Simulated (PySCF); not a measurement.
**LaH: from constants to spectrum**

RHF-CCSD(T) constants of LaH, singlet, about 0.0 electrons in the 4f shell (Mulliken) (PySCF, spin-free X2C with a Gaussian nucleus, basis sets La x2c-SVPall, H x2c-SVPall; masses 138.9063 and 1.0078 u):

```
ωe                     : 1412.2 cm⁻¹
ωexe                   : 13.0 cm⁻¹
Be                     : 4.1613 cm⁻¹
αe                     : 0.0968 cm⁻¹
D (centrifugal)        : 0.000145 cm⁻¹
De to La (5d1 6s2) + H : 2.72 eV
```

Question: Give the vibrational terms G(v) and spacings up to v = 3.

Answer: G(v) = ωe(v+½) − ωexe(v+½)².

```
v  G(v) (cm⁻¹)  G(v) − G(v−1)  Bv (cm⁻¹)
0          703                     4.113
1         2089           1386      4.016
2         3449           1360      3.919
3         4783           1334      3.822
```

Question: How well does the Morse estimate ωe²/(4ωexe) reproduce De, and what is D0?

Answer: It gives 4.76 eV, 175 % of the computed De. D0 = De − G(0) = 2.72 − 0.09 = 2.63 eV.

Correlated steps freeze 18 core orbitals. Correlated levels converge slowly with the basis: in double zeta they bind strong bonds too weakly, by up to about 1 eV, and carry superposition errors of some tenths. These are scalar-relativistic numbers at best; spin–orbit coupling would shift them, the dissociation energy most. Where the molecule has an RHF reference, its open-shell atoms are computed with UHF.
